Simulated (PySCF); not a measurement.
The numbers below are computed, except where a source is named.
## CH10N3Si3

CH10N3Si3 is a small molecule (built as: end group CH2), neutral, doublet. The structure, one conformer, was relaxed in the gas phase by PBE0-D3(BJ)/def2-SVP. No frequency run checks that it is a minimum.

SMILES: [CH2][SiH]1N[SiH2]N[SiH2]N1

```xyz
17

N     0.370    1.441   -0.092
Si   -1.359    1.577   -0.080
N    -1.931   -0.019    0.336
Si   -1.362   -1.573   -0.219
N     0.367   -1.438   -0.225
Si    1.132   -0.029    0.477
C     2.916   -0.008   -0.005
H     0.902    2.029   -0.726
H    -1.932    2.496    0.954
H    -1.805    2.087   -1.417
H    -2.697   -0.047    1.002
H    -1.934   -2.578    0.732
H    -1.812   -1.964   -1.595
H     0.893   -1.954   -0.924
H     0.974   -0.101    1.961
H     3.510   -0.923   -0.111
H     3.493    0.919   -0.107
```
Atom numbers follow the order of the file, from 1.

EPR values by unrestricted B3LYP, IGLO-III on C N Si, pcH-1 on H.

Question: Predict g and the largest hyperfine couplings. Where does the spin sit?

Answer: g = 2.0023, 2.0028, 2.0029. The spin sits on C7 (105 %, bonded to 1 Si + 2 H) by Mulliken populations.
```json
{"atom": "C7", "isotope": "13C", "isotropic (MHz)": "75.1", "dipolar, principal values (MHz)": "-74.6, -74.5, 149.1"}
{"atom": "H17", "isotope": "1H", "isotropic (MHz)": "-57.3", "dipolar, principal values (MHz)": "-36.2, -0.8, 37.1"}
{"atom": "H16", "isotope": "1H", "isotropic (MHz)": "-57.2", "dipolar, principal values (MHz)": "-36.2, -0.8, 37.1"}
{"atom": "H15", "isotope": "1H", "isotropic (MHz)": "56.5", "dipolar, principal values (MHz)": "-3.7, -1.4, 5.1"}
{"atom": "Si6", "isotope": "29Si", "isotropic (MHz)": "46.7", "dipolar, principal values (MHz)": "-1.4, -0.7, 2.1"}
{"atom": "H14", "isotope": "1H", "isotropic (MHz)": "-0.8", "dipolar, principal values (MHz)": "-3.3, -2.0, 5.4"}
```

Question: How do the isotropic couplings move with BHandHLYP?

Answer: C7 75.1 to 96.0 MHz, H17 -57.3 to -66.3 MHz, H16 -57.2 to -66.2 MHz, H15 56.5 to 51.3 MHz.
